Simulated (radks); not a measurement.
Results of a calculation; reference values are marked as such.
The table gives one normalised radial function P(r) = r R(r) of Hg+ in [Xe] 4f14 5d8 6s1 6p2 (r in bohr). Level of theory: scalar-relativistic Kohn-Sham, LDA (Slater exchange, Perdew-Wang correlation), spin-polarised, spherical densities, point nucleus; open shells are filled with parallel spins first (spin-orbit coupling, left out, can overturn this in heavy ions) (a radial shooting solver on a logarithmic mesh with Libxc functionals).

r	P
0.001354	0.0000
0.001589	0.0000
0.00185	0.0000
0.002154	0.0000
0.002507	0.0000
0.002942	0.0000
0.003425	0.0000
0.003988	0.0000
0.004642	0.0000
0.005448	0.0000
0.006342	0.0000
0.007383	0.0000
0.008595	0.0001
0.01009	0.0002
0.01174	0.0003
0.01367	0.0005
0.01591	0.0008
0.01867	0.0014
0.02174	0.0024
0.02531	0.0041
0.02946	0.0069
0.03458	0.0119
0.04025	0.0195
0.04686	0.0316
0.05455	0.0504
0.06402	0.0808
0.07453	0.1237
0.08676	0.1852
0.101	0.2700
0.1185	0.3892
0.138	0.5328
0.1606	0.7041
0.187	0.8948
0.2195	1.0998
0.2555	1.2760
0.2974	1.4088
0.3463	1.4761
0.4063	1.4620
0.473	1.3681
0.5507	1.2086
0.6411	1.0051
0.7523	0.7722
0.8758	0.5597
1.02	0.3761
1.187	0.2327
1.393	0.1273
1.622	0.0647
1.888	0.0294
2.198	0.0117
2.579	0.0038
3.002	0.0011
3.495	0.0003
4.069	0.0000
4.775	0.0000
5.559	0.0000
6.472	0.0000
7.534	0.0000
8.841	0.0000
10.29	0.0000

Which n and l does it have? It may be an empty orbital.

Answer. n = 4, l = 3: the number of nodes gives n - l - 1 = 0, the rise at small r (about r^(l+1), flatter next to the nucleus through relativity) gives l, and the extent must fit the shell. The curve is that of 4f down; the table hardly tells the two spins apart. 4f down: eigenvalue -116.17 eV, 0 radial nodes, <r> = 0.482 bohr, 90 % of the charge inside 0.770 bohr.
